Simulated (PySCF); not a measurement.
```xyz
4
charge 1 multiplicity 4, angstrom
Ir    0.0000    0.0000   -0.0880
F     0.0000    0.0000    1.7170
F     1.7942    0.0000   -0.4137
F    -1.7942    0.0000   -0.4137
```

Level of theory: UB3LYP/[Ir def2-SVP with ECP60, F def2-SVP], scalar-relativistic core potentials, density fitting, no spin–orbit coupling, PySCF.

This geometry of IrF₃⁺ is a stationary point at this level.

What is the point group?

C2v.

Is it a minimum?

Yes: all harmonic wavenumbers are real.

Which band is strongest in the infrared?

762 cm⁻¹ (b2), 88 km/mol.

What are the dipole moment and the gap between the highest occupied and lowest empty levels of either spin?

1.26 D about the centre of mass and 2.81 eV.

Give the atomic charges and bond orders.


```tsv
atom	Mulliken	Löwdin	polar tensor	spin (Mulliken)	Mayer order to Ir1
Ir1	1.48	0.92	1.93	2.12	–
F2	-0.11	0.07	-0.24	0.26	1.27
F3,4	-0.18	0.00	-0.35	0.31	1.14
```

Only a few start shapes were tried, so a lower isomer may exist. With open d or f shells other occupations or spin states may lie lower. With an element this heavy the missing spin–orbit coupling can shift these numbers.
